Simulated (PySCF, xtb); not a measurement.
C2HBN2O2, SMILES O=C=NBN=C=O.

GFN2-xTB (xtb) at its own geometry gives an orbital gap of 4.28 eV and a dipole moment of 1.44 D.

Geometry optimised at TPSSh-D3(BJ)/def2-SVP. The structure was generated by enumeration, and PubChem lists no compound with its InChIKey, so it may never have been made. One conformer was computed; it need not be the lowest.

### Question
What does r2SCAN/def2-TZVP (PySCF) give? (An estimate is asked for; the answer gives what the named calculation found.)

### Answer
gap 5.06 eV (levels -7.74 and -2.68 eV), dipole 0.91 D.
